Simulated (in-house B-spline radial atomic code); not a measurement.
Checks on a self-consistent run for Cr³⁺, [Ar] (3d3/2)1 (3d5/2)1 (4f5/2)1. Level of theory: Dirac-Hartree-Fock, average of the jj configuration, Fermi nucleus of rms radius 3.6452 fm; calculated with a B-spline radial code for spherical atoms.

| orbital | q | ε (Eh) | <1/r> | <r²> | small-component weight |
| --- | --- | --- | --- | --- | --- |
| 1s1/2 | 2 | -224.21822 | 23.887 | 0.00542519 | 0.0074256 |
| 2s1/2 | 2 | -28.73355 | 5.1022 | 0.0999739 | 0.0013479 |
| 2p1/2 | 2 | -24.58057 | 5.01318 | 0.0812526 | 0.001313 |
| 2p3/2 | 4 | -24.25082 | 4.94023 | 0.082815 | 0.0012981 |
| 3s1/2 | 2 | -5.33623 | 1.60172 | 0.877438 | 0.0002901 |
| 3p1/2 | 2 | -4.04661 | 1.48625 | 0.975695 | 0.00025763 |
| 3p3/2 | 4 | -3.98212 | 1.47038 | 0.990695 | 0.00025426 |
| 3d3/2 | 1 | -2.26103 | 1.23616 | 1.25648 | 0.00018768 |
| 3d5/2 | 1 | -2.25539 | 1.23368 | 1.25852 | 0.00018719 |
| 4f5/2 | 1 | -0.50525 | 0.258123 | 21.5784 | 1.4224e-05 |

Electron-electron repulsion V_ee = 354.8387 hartree.

Q: What total energy follows from the eigenvalues?

A: The eigenvalues count the repulsion twice, so E = Σqε - V_ee = -691.784 - 354.839 = -1046.623 hartree; the run printed -1046.623.

Q: Does the Dirac virial theorem hold?

A: For a point nucleus E = -2c²Σq·w, with w the small-component weight. Here Σq·w = 0.027867 and c = 137.0360, so the ratio E/(-2c²Σq·w) is 1.000005; the finite nucleus accounts for the departure from 1.

Q: What diamagnetic shielding (Lamb formula) and susceptibility (Langevin formula) do the radii give?

A: σ = (α²/3)Σq<1/r> = 102.551/(3·137.036²) = 1820.3 ppm, and χ = -0.79199×10⁻⁶·Σq<r²> = -25.71×10⁻⁶ cm³/mol with Σq<r²> = 32.467 bohr². Both are non-relativistic formulas without the paramagnetism of open shells.
